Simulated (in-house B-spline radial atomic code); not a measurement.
Solving the quasi-particle equation for 3s up of Cl6+

Configuration [Ne] 3s1, highest spin, start PBE0, empty levels kept to 32666.7 hartree. Computed with a B-spline radial code for spherical atoms: all electrons, non-relativistic, point nucleus, each spin shell either full or empty, empty states to l = 9 with an (l + 1/2)⁻⁴ tail; G0W0 by contour deformation at full frequency.

At the mean-field level ε = -108.713 eV the matrix elements are Σx = -24.187 eV, v_xc = -19.456 eV and Σc(ε) = -1.774 eV, and the slope of the correlation self-energy is dΣc/dω = -0.0311. The quasi-particle energy solves E = ε + Σx − v_xc + Σc(E).

**Question.** What does the linearised equation give?

**Answer.** Z = 1/(1 − dΣc/dω) = 1/1.0311 = 0.9698. The first-order shift is Σx − v_xc + Σc(ε) = -24.187 − (-19.456) + (-1.774) = -6.505 eV, so E ≈ ε + Z × shift = -108.713 + 0.9698 × (-6.505) = -115.022 eV.

**Question.** How does that compare with the full solution and with static screening?

**Answer.** Solving the equation at full frequency dependence gives E = -115.041 eV, where Σc = -1.597 eV and the weight is 0.975; the linearised value is off by 20 meV. Leaving Z out would give -115.218 eV. Static COHSEX puts -3.432 eV in place of Σc and gives -116.876 eV, 1.83 eV deeper. The tabulated removal energy is 114.201 eV (NIST, measured); the run leaves out relativity, Breit and QED terms.
